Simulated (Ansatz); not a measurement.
Reaction (cleavage of the Si–Sn bond): `[SiH3][Sn]([Cl])([Cl])[Cl]` + `[OH][In]([SH])[Cl]` → `[SiH3][O][In]([SH])[Cl]` + `[Cl][SnH]([Cl])[Cl]`

Isolated molecules relaxed with PBE0-D4/def2-TZVP in Ansatz; ΔE leaves out vibrations. CCSD(T)/CBS is the MP2 limit (def2-TZVPP, def2-QZVPP) plus CCSD(T) − MP2 in def2-TZVPP, frozen cores. def2 core potentials past Kr. For In, Sn outer-core shells are correlated without core-valence functions, which leaves a few kJ/mol of doubt a bond. Each species was taken in one conformer, which may not be the lowest.

```tsv
species	HF/def2-QZVPP energy (Eh)
`[SiH3][Sn]([Cl])([Cl])[Cl]`	-1882.78647
`[OH][In]([SH])[Cl]`	-1122.47085
`[SiH3][O][In]([SH])[Cl]`	-1412.63547
`[Cl][SnH]([Cl])[Cl]`	-1592.65470
```

Question: Work out ΔE.

Answer: ΔE = (-1412.63547) + (-1592.65470) − (-1882.78647) − (-1122.47085) = -0.03285 Eh = -86.2 kJ/mol. CCSD(T)/CBS gives -54.7 kJ/mol.

Largest T1 diagnostic among the species: 0.015.

In def2-TZVPP, CCSD(T) changes the Hartree–Fock value by +24.5 kJ/mol (the triples alone add +3.4 kJ/mol) and MP2 by +25.8 kJ/mol. From PBE to PBE0 (25 % exact exchange), in def2-TZVPP and without D4, ΔE moves by −11.3 kJ/mol.
